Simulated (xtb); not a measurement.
xtb input (GFN2-xTB):

```bash
xtb mol.xyz --gfn 2 --ohess tight --chrg -1 --uhf 0
```
mol.xyz:
```
4

Sn    -0.02093644     0.00660754     0.58807759
H     -1.56361564    -0.25941163    -0.15884951
H      1.01312790    -1.26458450    -0.26859875
H      0.51726189     1.47129566    -0.15708275
```

End of the output:

```
   ------------------------------------------------------------------------

         :::::::::::::::::::::::::::::::::::::::::::::::::::::
         ::                  THERMODYNAMIC                  ::
Note: The following floating-point exceptions are signalling: IEEE_DENORMAL
normal termination of xtb
         :::::::::::::::::::::::::::::::::::::::::::::::::::::
         :: total free energy          -3.846898104380 Eh   ::
         ::.................................................::
         :: total energy               -3.834566514007 Eh   ::
         :: zero point energy           0.010615462450 Eh   ::
         :: G(RRHO) w/o ZPVE           -0.022947052823 Eh   ::
         :: G(RRHO) contrib.           -0.012331590372 Eh   ::
         :::::::::::::::::::::::::::::::::::::::::::::::::::::

optimized geometry written to: xtbopt.xyz

           -------------------------------------------------
          | TOTAL ENERGY               -3.834566514007 Eh   |
          | TOTAL ENTHALPY             -3.819479980506 Eh   |
          | TOTAL FREE ENERGY          -3.846898104380 Eh   |
          | GRADIENT NORM               0.000102870797 Eh/α |
          | HOMO-LUMO GAP               5.236625238717 eV   |
           -------------------------------------------------

------------------------------------------------------------------------
------------------------------------------------------------------------
 total:
 SCF:
 ANC optimizer:
 analytical hessian:
```
